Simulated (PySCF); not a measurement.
**Molybdenum: a sound run and one with changed settings**

Sound run: Mo [Kr] 4d5 5s1, Mo⁺ [Kr] 4d5. All numbers are calculated (PySCF 2.14, a scalar-relativistic core potential, in aug-cc-pVDZ-PP with ECP28MDF). In the sound run the correlated levels freeze 4s2 4p6 outside the core potential. The sound run starts from symmetry-adapted Hartree-Fock orbitals and uses a fine grid where one is needed.

A second run was set up differently.

```json
{"species": "Mo", "method": "MP2", "sound run (hartree)": "-67.40952", "changed run (hartree)": "-67.60094", "converged": "yes"}
{"species": "Mo⁺", "method": "MP2", "sound run (hartree)": "-67.16004", "changed run (hartree)": "-67.33894", "converged": "yes"}
```

Ionisation energy of Mo:

| method | sound run (eV) | changed run (eV) |
| --- | --- | --- |
| UHF | 6.256 | 6.256 |
| MP2 | 6.788 | 7.129 |
| SCS-MP2 | 6.433 | 6.759 |

Problem. What was changed?
A. too few SCF iterations
B. level shift left on
C. all electrons correlated in a valence basis
D. basis contracted for another Hamiltonian

Solution. C. A valence basis has no tight correlating functions, so it recovers only part of the core correlation, and not evenly between atom and ion.
